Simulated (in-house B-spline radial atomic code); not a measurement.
## TDHF excitations of O6+

Method: TDHF. Computed with a B-spline radial code for spherical atoms: linear response of the closed shell 1s2 with bare exchange (time-dependent Hartree-Fock); scalar-relativistic (spin-free one-electron X2C), finite nucleus, no spin-orbit coupling, no double excitations, S, P, D and F terms only.

Command:
```bash
python run_td.py task.json out
```
Settings (radii: box in bohr, nucleus in fm):
```
Z                        8
electrons                2
configuration            1s2
hamiltonian              x2c
method                   hf
box_radius               14.35
rms_radius               2.6991
intervals                72
```

Cost of the run: 0.2 s on 1 thread of Intel(R) Xeon(R) Platinum 8488C (Sapphire Rapids), with other jobs on the host.

The lowest states, in the order of their Tamm-Dancoff energies; the method's threshold (minus the highest occupied level) is 739.75 eV. Labels give the largest channel, * marks a mixed state, and oscillator strengths are full-response dipole values. Energies in eV:

| state | full response | Tamm-Dancoff | oscillator strength |
| --- | --- | --- | --- |
| 1s → 2s 3S | 560.96 | 561.04 | - |
| 1s → 2p 3P | 568.78 | 568.82 | - |
| 1s → 2s 1S | 569.51 | 569.57 | - |
| 1s → 2p 1P | 574.66 | 574.69 | 0.692 |
| 1s → 3s 3S | 662.35 | 662.37 | - |
| 1s → 3p 3P | ? | ? | - |
| 1s → 3s 1S | 664.56 | 664.57 | - |
| 1s → 3d 3D | 665.62 | 665.62 | - |
| 1s → 3d 1D | 665.69 | 665.69 | - |
| 1s → 3p 1P | ? | ? | ? |
| 1s → 4s 3S | 696.72 | 696.72 | - |
| 1s → 4p 3P | 697.58 | 697.58 | - |
| 1s → 4s 1S | 697.61 | 697.61 | - |
| 1s → 4d 3D | 698.05 | 698.05 | - |
| 1s → 4f 3F | 698.08 | 698.08 | - |
| 1s → 4f 1F | 698.08 | 698.08 | - |

Where does 1s → 3p 1P lie?

At 666.06 eV in full response, 666.06 eV in Tamm-Dancoff, oscillator strength 0.146.

Where does 1s → 3p 3P lie?

At 664.46 eV in full response, 664.46 eV in Tamm-Dancoff.

How large is the singlet-triplet splitting of 1s → 2s (S terms) in Tamm-Dancoff?

8.53 eV, from the unrounded values.

What polarisabilities and dispersion coefficient does the method give?

Dipole 0.00264 bohr³, quadrupole 0.0001618 bohr⁵, C6 0.000129 hartree·bohr⁶ for two such species.
